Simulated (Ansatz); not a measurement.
Calculated with Ansatz (gas phase, PBE0-D4/def2-TZVP geometries, no zero-point term in ΔE). CBS: MP2 limit from def2 TZ/QZ plus the TZ coupled-cluster correction, frozen cores. This one scheme is used for every species. DFT in def2-TZVPP. For Ga outer-core shells are correlated without core-valence functions, which leaves a few kJ/mol of doubt a bond. Scalar relativity is left out up to krypton. One conformer a species, not always the lowest.

`[CH3][GaH][N]=C=O` + H₂S → `[CH3][GaH][SH]` + `N=C=O`  (ligand exchange at a Ga–N bond)

`[CH3][GaH][N]=C=O`:

```xyz
9

C     1.178   -1.016   -0.627
Ga   -0.483   -0.716    0.348
N    -0.981    1.049    0.503
C    -1.249    2.209    0.566
O    -1.517    3.346    0.632
H     2.008   -0.562   -0.080
H     1.127   -0.528   -1.603
H     1.390   -2.076   -0.769
H    -1.472   -1.706    1.030
```

H₂S:

Cartesian coordinates in Å:
```
S 0.377 0.402 -0.283
H 0.138 0.099 1.001
H -0.515 -0.501 -0.718
```

`[CH3][GaH][SH]`:

Z-matrix (Å, degrees):
```
C
Ga 1 1.960
H 1 1.090 2 112.0
H 1 1.093 2 110.0 3 121.2
H 1 1.093 2 109.8 3 -120.9
S 2 2.208 1 119.9 3 2.7
H 2 1.564 1 126.4 3 -177.5
H 6 1.343 2 95.1 1 -0.1
```

`N=C=O`:

```xyz
4

N     0.066    0.358   -0.673
C     0.020   -0.426    0.244
O     0.006   -1.279    1.031
H    -0.092    1.347   -0.602
```

```
            species  r2SCAN energy (Eh)
`[CH3][GaH][N]=C=O`         -2133.45281
                H₂S          -399.37417
   `[CH3][GaH][SH]`         -2364.16067
            `N=C=O`          -168.67190
```

Question: Work out ΔE.

Answer: ΔE = (-2364.16067) + (-168.67190) − (-2133.45281) − (-399.37417) = -0.00559 Eh = -0.15 eV. CCSD(T)/CBS gives -0.07 eV.

Largest T1 diagnostic among the species: 0.018.

From PBE to PBE0 (25 % exact exchange), in def2-TZVPP and without D4, ΔE moves by +0.06 eV. In def2-TZVPP, CCSD(T) changes the Hartree–Fock value by −0.14 eV (the triples alone add −0.03 eV) and MP2 by −0.14 eV. Leaving LDA and LC-ωPBE aside and taking each functional with its dispersion term where it has one, the values, not all of them listed here, spread over 0.18 eV, from PBE-D4 to BHLYP-D4.
